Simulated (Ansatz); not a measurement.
`C[Se]C=N` + PH₃ → `C[Se]P` + `C=N`  (ligand exchange at the Se–C bond)

Computed with Ansatz on PBE0-D4/def2-TZVP structures; ΔE is electronic, products minus reactants. CCSD(T)/CBS adds triple-zeta CCSD(T) − MP2 to the extrapolated MP2 energy (def2 sets, frozen cores). This one scheme is used for every species. Functionals use def2-TZVPP. B3LYP here is the variant with VWN-RPA as its local correlation; programs differ in this. HSE06 is defined as in plane-wave codes. For Se outer-core shells are correlated without core-valence functions, which leaves a few kJ/mol of doubt a bond. Scalar relativity is left out up to krypton. Each species was taken in one conformer, which may not be the lowest.

| level | ΔE (kcal/mol) | difference from CCSD(T)/CBS |
| --- | --- | --- |
| LDA (SPW92) | -4.7 | 4.7 |
| PBE-D4 | -7.0 | 2.4 |
| BLYP-D4 | -7.1 | 2.3 |
| r2SCAN-D4 | -6.9 | 2.5 |
| B97M-V | -7.2 | 2.2 |
| PBE0-D4 | -8.4 | 1.0 |
| B3LYP-D4 | -8.2 | 1.2 |
| r2SCANh-D4 | -7.5 | 1.9 |
| r2SCAN0-D4 | -8.3 | 1.1 |
| HSE06-D4 | -8.4 | 1.0 |
| BHLYP-D4 | -9.7 | -0.3 |
| CAM-B3LYP-D4 | -7.9 | 1.5 |
| ωB97X-V | -8.3 | 1.1 |
| ωB97M-V | -8.7 | 0.7 |
| B2PLYP | -8.1 | 1.3 |
| PBE | -7.0 | 2.4 |
| revPBE | -7.5 | 1.9 |
| r2SCAN | -6.9 | 2.5 |
| PBE0 | -8.4 | 1.0 |
| B3LYP | -8.1 | 1.3 |
| r2SCANh | -7.5 | 1.9 |
| r2SCAN0 | -8.3 | 1.1 |
| HSE06 | -8.4 | 1.0 |
| BHLYP | -9.3 | 0.1 |
| CAM-B3LYP | -7.8 | 1.6 |
| LC-ωPBE | -8.3 | 1.1 |
| RPA@PBE/def2-TZVPP | -7.7 | 1.7 |
| HF/def2-SVP | -10.1 | -0.7 |
| MP2/def2-SVP | -6.9 | 2.5 |
| CCSD/def2-SVP | -7.8 | 1.6 |
| CCSD(T)/def2-SVP | -7.2 | 2.2 |
| HF/def2-TZVPP | -11.1 | -1.7 |
| MP2/def2-TZVPP | -7.8 | 1.6 |
| CCSD/def2-TZVPP | -8.4 | 1.0 |
| CCSD(T)/def2-TZVPP | -7.9 | 1.5 |
| MP2/def2-QZVPP | -8.6 | 0.8 |
| SCS-MP2/def2-QZVPP | -9.0 | 0.4 |
| HF/CBS(def2) | -11.1 | -1.7 |
| MP2/CBS(def2) | -9.2 | 0.2 |
| CCSD/CBS(def2) | -9.8 | -0.4 |
| CCSD(T)/CBS | -9.4 | 0 |

Largest T1 diagnostic among the species: 0.013.

From BLYP to BHLYP (50 % exact exchange), in def2-TZVPP and without D4, ΔE moves by −2.3 kcal/mol. Leaving LDA and LC-ωPBE aside and taking each functional with its dispersion term where it has one, the values spread over 2.8 kcal/mol, from BHLYP-D4 to r2SCAN-D4. LDA lies +2.3 kcal/mol from PBE without D4. At CCSD(T), def2-SVP lies +2.2 kcal/mol from the extrapolated value and def2-TZVPP +1.5 kcal/mol.
